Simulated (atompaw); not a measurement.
An all-electron radial function and its pseudo partner (argon (Ar))

Columns: radius, all-electron u(r) and pseudo u(r) of the 2s shell (level -296.45 eV) of argon in the configuration [He] 2s2 2p6 3s2 3p6; PBEsol, scalar-relativistic, PAW (atompaw) scheme, atompaw 4.2.0.5.

```json
{"r (bohr)": "0.035", "all-electron": "-0.7491", "pseudo": "0.3081"}
{"r (bohr)": "0.069", "all-electron": "-0.6302", "pseudo": "0.5949"}
{"r (bohr)": "0.104", "all-electron": "-0.1852", "pseudo": "0.8654"}
{"r (bohr)": "0.138", "all-electron": "0.3097", "pseudo": "1.0952"}
{"r (bohr)": "0.173", "all-electron": "0.7661", "pseudo": "1.2912"}
{"r (bohr)": "0.208", "all-electron": "1.1245", "pseudo": "1.4425"}
{"r (bohr)": "0.242", "all-electron": "1.3713", "pseudo": "1.5467"}
{"r (bohr)": "0.277", "all-electron": "1.5301", "pseudo": "1.6118"}
{"r (bohr)": "0.312", "all-electron": "1.6084", "pseudo": "1.6381"}
{"r (bohr)": "0.346", "all-electron": "1.6236", "pseudo": "1.6307"}
{"r (bohr)": "0.381", "all-electron": "1.5926", "pseudo": "1.5929"}
{"r (bohr)": "0.415", "all-electron": "1.5299", "pseudo": "1.5299"}
{"r (bohr)": "0.450", "all-electron": "1.4430", "pseudo": "1.4430"}
{"r (bohr)": "0.485", "all-electron": "1.3423", "pseudo": "1.3423"}
{"r (bohr)": "0.519", "all-electron": "1.2376", "pseudo": "1.2376"}
{"r (bohr)": "0.554", "all-electron": "1.1279", "pseudo": "1.1279"}
{"r (bohr)": "0.588", "all-electron": "1.0229", "pseudo": "1.0229"}
{"r (bohr)": "0.623", "all-electron": "0.9190", "pseudo": "0.9190"}
{"r (bohr)": "0.658", "all-electron": "0.8209", "pseudo": "0.8209"}
{"r (bohr)": "0.692", "all-electron": "0.7323", "pseudo": "0.7323"}
{"r (bohr)": "0.727", "all-electron": "0.6484", "pseudo": "0.6484"}
{"r (bohr)": "0.762", "all-electron": "0.5721", "pseudo": "0.5721"}
{"r (bohr)": "0.796", "all-electron": "0.5050", "pseudo": "0.5050"}
{"r (bohr)": "0.831", "all-electron": "0.4430", "pseudo": "0.4430"}
{"r (bohr)": "0.865", "all-electron": "0.3891", "pseudo": "0.3891"}
{"r (bohr)": "0.900", "all-electron": "0.3397", "pseudo": "0.3397"}
```

Problem. How many radial nodes do the two functions have?

Solution. The all-electron 2s function has n − l − 1 = 1; the pseudo-wave has 0, since the states of the same l below it are removed with the core.

Problem. At about which radius was the pseudo-wave matched?

Solution. 0.40 bohr, where the columns begin to agree (steps of 0.03 bohr).

Problem. Is the pseudo-wave norm-conserving?

Solution. No, it belongs to a PAW set: the norm inside the radius is not constrained, and the difference is carried by the augmentation charge.
